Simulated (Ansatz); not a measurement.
Input file for C2H8AlB, SMILES `[BH2][Al]([CH3])[CH3]`:

```yaml
crystal:
  periodic: [false, false, false]
  atoms:
    - {symbol: B, position_ang: [-1.088377, 1.962229, -0.243846]}
    - {symbol: Al, position_ang: [-0.066714, 0.114670, -0.010430]}
    - {symbol: C, position_ang: [0.020051, -0.780306, 1.735470]}
    - {symbol: C, position_ang: [0.826153, -0.737951, -1.537814]}
    - {symbol: H, position_ang: [-2.258474, 2.041049, -0.508724]}
    - {symbol: H, position_ang: [-0.553678, 3.032249, -0.122748]}
    - {symbol: H, position_ang: [-0.655248, -1.644852, 1.739459]}
    - {symbol: H, position_ang: [1.023824, -1.172633, 1.929585]}
    - {symbol: H, position_ang: [-0.264628, -0.144598, 2.577164]}
    - {symbol: H, position_ang: [0.822531, -1.828976, -1.454624]}
    - {symbol: H, position_ang: [1.878525, -0.428785, -1.565293]}
    - {symbol: H, position_ang: [0.393135, -0.467395, -2.504199]}
basis:
  gaussian: {orbitals: def2-SVP}
correlation: {method: ccsd_t}
```

```sh
$ ansatz run in.yaml --threads 2 --pin off --events-out ev --progress --plain --max-ram 4352MiB
```

Output of Ansatz, abridged:

```
Functional definition: HF
1014 factors; integrals over basis functions are off by at most 1.3e-3 eV
mean field evaluation 1: about -9434.0074 eV, gradient 3.2e1 eV
mean field evaluation 2: about -9434.0477 eV, gradient 3.2e1 eV
mean field evaluation 4: about -9437.0628 eV, gradient 2.7e0 eV
mean field evaluation 8: about -9437.0977 eV, gradient 3.7e-4 eV
mean field -9437.09768290 eV, -346.8069431520 hartree, gradient 3.7e-6 eV, S^2 0.000000; 0 other end points of the search recorded, 0 dependent functions left out
8 core orbitals not correlated: weight in the atoms' cores, before any rotation towards them, 1.000 or more for the frozen orbitals, at most 0.000 for the correlated occupied ones
reference -9437.09768290 eV, -346.8069431520 hartree; 11, 11 occupied and 81, 81 virtual orbitals, 1014 factors
second order -11.86298620 eV of doubles, -0.00000000 eV of singles
cycle   1  -13.07891226 eV  change    -1.2e0 eV  update   7.8e-2
cycle   2  -13.49660896 eV  change   -4.2e-1 eV  update   2.5e-2
cycle   3  -13.53704777 eV  change   -4.0e-2 eV  update   8.4e-3
cycle   4  -13.53621527 eV  change    8.3e-4 eV  update   3.0e-3
cycle   5  -13.53554266 eV  change    6.7e-4 eV  update   1.4e-3
cycle   6  -13.53536553 eV  change    1.8e-4 eV  update   5.6e-4
cycle   7  -13.53534759 eV  change    1.8e-5 eV  update   2.1e-4
cycle   8  -13.53538126 eV  change   -3.4e-5 eV  update   8.3e-5
cycle   9  -13.53537412 eV  change    7.1e-6 eV  update   2.3e-5
perturbative correction -0.35738042 eV, -0.0131334883 hartree
Total energy: -9450.99043744 eV, -347.3174924645 hartree
```

Run time 3.7 s (2 threads of an Arm Neoverse V2 on a shared host); peak host memory 0.43 GiB.

The correlation energy is -13.893 eV, 2.6 % of it from (T); the T1 diagnostic reads 0.0094.
